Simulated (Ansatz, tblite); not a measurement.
Removing and adding an electron: Be11O11 (started as a model of: (BeO)11 cage of four- and six-membered rings). Charge 0, multiplicity 1. Geometry: r2SCAN-D4/def2-SVP. Ansatz, gas phase; energy differences of separate SCF runs; the oxidised species was run as a doublet alone; the reduced species was run as a doublet alone.

```csv
atom,x (Å),y (Å),z (Å)
Be1,1.2962,-2.3825,-0.2589
O2,-0.2352,-2.3893,0.0563
Be3,0.3170,-1.6923,1.4200
O4,1.8529,-1.9903,1.2161
Be5,2.4191,-0.7584,0.4016
O6,2.0820,-1.3127,-1.1106
Be7,1.1045,-0.3548,-1.8119
O8,-0.4703,-0.5967,-1.9422
Be9,-1.1444,-1.4059,-0.7642
O10,-2.2968,-0.7003,0.0366
Be11,-1.7377,-0.0090,1.4004
O12,-0.2821,-0.3222,1.9107
Be13,0.7016,0.8746,1.5648
O14,2.0921,0.6886,0.7903
Be15,1.3754,1.6759,-0.2561
O16,1.0412,1.2511,-1.6986
Be17,-0.5445,0.9961,-1.8276
O18,0.2544,2.1940,0.7727
Be19,-2.5878,0.7993,-0.2959
O20,-2.3296,1.4361,1.1762
Be21,-1.2240,2.2261,0.3668
O22,-1.6839,1.7724,-1.1465
```

The xTB rows come from tblite.

```csv
level,−HOMO (eV),vertical IE (eV),−LUMO (eV),vertical EA (eV),HOMO–LUMO gap (eV),IE − EA (eV),remarks
GFN1-xTB,9.47,11.95,5.80,3.54,3.67,8.41,–
GFN2-xTB,11.77,14.32,7.95,5.60,3.82,8.72,–
PBE-D4/def2-SVP,7.15,–,1.76,0.22,5.39,–,HOMO above zero (-1 doublet)
PBE0-D4/def2-SVP,8.75,10.40,0.93,-0.16,7.82,10.56,HOMO above zero (-1 doublet)
```

Relaxing the oxidised species (r2SCAN-D4/def2-SVP) changes its energy by -0.28 eV at PBE0-D4/def2-SVP, so the adiabatic ionisation energy to this nearest minimum is 10.13 eV.  Run but left out: PBE-D4/def2-SVP (charge +1 doublet: an occupied level 0.15 eV above an empty one).   A HOMO above zero means that the electron is unbound at that level or that self-interaction error raises the level; the energy of removing that electron tells which. Raw xTB energy differences between charge states are shifted by several eV; the methods need an empirical correction for them. Sets without diffuse functions give affinities that are too small. A negative affinity means that the extra electron isn't bound; its size then hangs on the basis.
